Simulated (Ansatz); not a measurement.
Consider the hydrogenolysis of a Ge–Si bond: `O[SiH2][GeH2][SH]` + H₂ → `[SH][GeH3]` + `O[SiH3]`.

Computed with Ansatz on PBE0-D4/def2-TZVP structures; ΔE is electronic, products minus reactants. CBS: MP2 limit from def2 TZ/QZ plus the TZ coupled-cluster correction, frozen cores. This one scheme is used for every species. Functionals use def2-TZVPP. B3LYP here is the variant with VWN-RPA as its local correlation; programs differ in this. For Ge outer-core shells are correlated without core-valence functions, which leaves a few kJ/mol of doubt a bond. Scalar relativity is left out up to krypton. One conformer a species, not always the lowest.

```tsv
level	ΔE (kJ/mol)	difference from CCSD(T)/CBS
r2SCAN-D4	-3.1	3.8
PBE0-D4	-2.0	4.9
B3LYP-D4	-5.8	1.1
ωB97X-V	-11.6	-4.7
B2PLYP	-15.4	-8.5
PBE	-3.1	3.8
r2SCAN	-5.2	1.7
PBE0	-9.0	-2.1
HF/def2-TZVPP	-40.6	-33.7
MP2/def2-TZVPP	-8.5	-1.6
HF/def2-QZVPP	-41.7	-34.8
MP2/def2-QZVPP	-6.2	0.7
SCS-MP2/def2-QZVPP	-14.4	-7.5
HF/CBS(def2)	-41.8	-34.9
MP2/CBS(def2)	-4.0	2.9
CCSD/CBS(def2)	-12.1	-5.2
CCSD(T)/CBS	-6.9	0
```

Largest T1 diagnostic among the species: 0.012.

From PBE to PBE0 (25 % exact exchange), in def2-TZVPP and without D4, ΔE moves by −5.9 kJ/mol. In def2-TZVPP, CCSD(T) changes the Hartree–Fock value by +29.3 kJ/mol (the triples alone add +5.2 kJ/mol) and MP2 by +32.2 kJ/mol. The D4 term adds +12.3 kJ/mol with B3LYP and +7.0 kJ/mol with PBE0; it sums over pairs of atoms, weighted by their polarisabilities, and B3LYP, whose exchange is more repulsive, gets the larger term.
